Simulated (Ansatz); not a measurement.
`[OH][AlH][Cl]` + `[SiH3]N[SiH3]` → `[SiH3][N]([SiH3])[AlH][Cl]` + H₂O at 500 K and 1 bar (ligand exchange at the Al–O bond).

Computed with Ansatz on PBE0-D4/def2-TZVP structures; ΔE is electronic, products minus reactants. CCSD(T)/CBS adds triple-zeta CCSD(T) − MP2 to the extrapolated MP2 energy (def2 sets, frozen cores). This one scheme is used for every species. Each species was taken in one conformer, which may not be the lowest.

```csv
species,CCSD(T)/CBS energy (Eh),H − E (kJ/mol),S (J/(mol·K))
`[OH][AlH][Cl]`,-778.29577,87.7,327.6
`[SiH3]N[SiH3]`,-637.10515,216.0,394.7
`[SiH3][N]([SiH3])[AlH][Cl]`,-1339.00991,232.0,485.8
H₂O,-76.37941,73.2,206.3
```

H − E and S are ideal-gas, rigid-rotor, harmonic terms from PBE0-D4/def2-TZVP, for one conformer and one mirror image of each species. 1 Eh = 2625.50 kJ/mol, R = 8.31446 J/(mol·K).

Q: By hand: ΔE, ΔH, ΔS and ΔG.

A: ΔE = (-1339.00991) + (-76.37941) − (-778.29577) − (-637.10515) = 0.01160 Eh = 30.5 kJ/mol. Δ(H − E) = 232.0 + 73.2 − 87.7 − 216.0 = 1.5, so ΔH = 32.0 kJ/mol. ΔS = 485.8 + 206.3 − 327.6 − 394.7 = -30.2 J/(mol·K). ΔG = 32.0 − 500 × (-30.2)/1000 = 47.1 kJ/mol.

Q: By hand: the equilibrium constant, and the temperature at which ΔG would vanish if ΔH and ΔS stayed fixed.

A: log₁₀ K = −ΔG/(RT ln 10) = -4.9. ΔH and −TΔS have one sign here, so there is no such temperature.

TΔS isn't small against ΔH here. A doubt of 5 kJ/mol in ΔE shifts log₁₀ K by 0.5 here. Other conformers and mirror images would add mixing entropy, several J/(mol·K) or more a flexible species. Modes under 60 cm⁻¹, often nearly free rotors, make the harmonic entropy too high. These are equilibria of isolated gas molecules and say nothing of rates. Largest T1 diagnostic: 0.011 (customary marks: 0.02 for closed shells, 0.045 for open ones).
